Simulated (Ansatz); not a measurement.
Reaction (redistribution): `CO[Si](F)(Cl)SC` + `O[Si](F)(F)[SiH3]` → `CO[Si](F)(F)SC` + `O[Si](F)([SiH3])Cl`

Gas-phase electronic energies from Ansatz, PBE0-D4/def2-TZVP geometries. CBS: MP2 limit from def2 TZ/QZ plus the TZ coupled-cluster correction, frozen cores. This one scheme is used for every species. Functionals use def2-TZVPP. One conformer a species, not always the lowest.

```
             species  r2SCAN-D4 energy (Eh)
   `CO[Si](F)(Cl)SC`            -1402.91677
 `O[Si](F)(F)[SiH3]`             -856.46865
    `CO[Si](F)(F)SC`            -1042.59728
`O[Si](F)([SiH3])Cl`            -1216.78936
```

Problem. Work out ΔE.

Solution. ΔE = (-1042.59728) + (-1216.78936) − (-1402.91677) − (-856.46865) = -0.00122 Eh = -0.03 eV. CCSD(T)/CBS gives -0.02 eV.

Largest T1 diagnostic among the species: 0.013.

In def2-TZVPP, CCSD(T) changes the Hartree–Fock value by +0.03 eV (the triples alone add +0.01 eV) and MP2 by +0.05 eV.
